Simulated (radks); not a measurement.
Mn, configuration [Ar] 3d5 4s2. Calculated with a radial shooting solver on a logarithmic mesh with Libxc functionals: scalar-relativistic Kohn-Sham, BLYP, spin-unpolarised, spherical densities, point nucleus.

Normalised radial functions P(r) = r R(r), r in bohr:

```
   r/bohr * 1s, o 3s, + 4s (the largest magnitude, 3.61, reaches the edge; | marks zero, & curves that meet)
 0.003019                             +o   *
 0.003963                             +o     *
 0.005202                             +o       *
 0.006828                             +o         *
 0.008963                             + o           *
  0.01176                             + o             *
  0.01544                             |+o                 *
  0.02027                             |+o                    *
   0.0266                             |+ o                     *
  0.03492                             |+ o                       *
  0.04584                             |+o                        *
  0.06016                             +o                       *
  0.07897                             &                   *
   0.1037                           o +              *
   0.1361                         o  +|        *
   0.1772                        o   +|   *
   0.2325                         o  +| *
   0.3052                           o &
   0.4006                             *+ o
   0.5259                             * +    o
   0.6903                             * +      o
    0.906                             *+      o
    1.189                            +*     o
    1.561                          +  *  o
    2.049                         +   *o
    2.689                        +    &
     3.53                         +   &
    4.634                           + &
    6.082                            +&
    7.983                             &
    10.48                             &
```

1s: eigenvalue -6431.7 eV, 0 radial nodes, <r> = 0.0609 bohr, 90 % of the charge inside 0.109 bohr. 3s: eigenvalue -85.588 eV, 2 radial nodes at r = 0.0795, 0.343 bohr, <r> = 0.852 bohr, 90 % of the charge inside 1.28 bohr. 4s: eigenvalue -5.023 eV, 3 radial nodes at r = 0.0792, 0.334, 1.05 bohr, <r> = 3.09 bohr, 90 % of the charge inside 4.74 bohr.
